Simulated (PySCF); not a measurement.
C₃H₆F₂Si, SMILES F/C([SiH2]F)=C\C.

Coordinates come from a PBE-D3(BJ)/def2-SVP optimisation. The structure was generated by enumeration; whether it is a known compound was not checked. One conformer was computed; it need not be the lowest.

These are PBE-D3(BJ)/def2-SVP (PySCF) values and carry that method's errors.

Frequencies are harmonic and unscaled.

| mode | ν (cm⁻¹) | IR (km/mol) | moving atoms (share of kinetic energy) |
|---|---|---|---|
| 1 | 74 | 3.2 | F 50 %, H 22 %, Si 22 % |
| 2 | 113 | 1.9 | F 50 %, C 36 %, H 13 % |
| 3 | 140 | 0.0 | H 88 % |
| 4 | 158 | 0.7 | C 56 %, H 40 % |
| 5 | 241 | 9.3 | F 43 %, C 35 %, H 17 % |
| 6 | 304 | 1.0 | F 70 %, C 15 %, Si 12 % |
| 7 | 431 | 21.1 | Si 52 %, C 29 %, H 15 % |
| 8 | 452 | 11.2 | C 53 %, H 37 % |
| 9 | 656 | 64.6 | H 53 %, C 29 %, Si 15 % |
| 10 | 681 | 5.7 | H 90 % |
| 11 | 722 | 2.0 | C 42 %, H 28 %, F 26 % |
| 12 | 825 | 7.0 | H 91 % |
| 13 | 825 | 28.1 | F 44 %, H 41 %, Si 14 % |
| 14 | 893 | 280.8 | H 61 %, Si 23 %, F 15 % |
| 15 | 943 | 116.7 | H 82 %, Si 14 % |
| 16 | 960 | 40.6 | H 52 %, C 38 %, F 10 % |
| 17 | 1002 | 0.3 | H 63 %, C 37 % |
| 18 | 1045 | 39.2 | C 71 %, H 17 %, F 10 % |
| 19 | 1140 | 22.8 | C 57 %, H 36 % |
| 20 | 1260 | 27.9 | H 63 %, C 33 % |
| 21 | 1336 | 2.4 | H 74 %, C 26 % |
| 22 | 1400 | 5.2 | H 94 % |
| 23 | 1406 | 9.1 | H 96 % |
| 24 | 1680 | 21.5 | C 94 % |
| 25 | 2186 | 108.4 | H 98 % |
| 26 | 2190 | 127.7 | H 96 % |
| 27 | 2966 | 17.7 | H 97 % |
| 28 | 3033 | 7.3 | H 91 %, C 9 % |
| 29 | 3087 | 3.3 | H 91 %, C 9 % |
| 30 | 3109 | 3.0 | H 92 %, C 8 % |
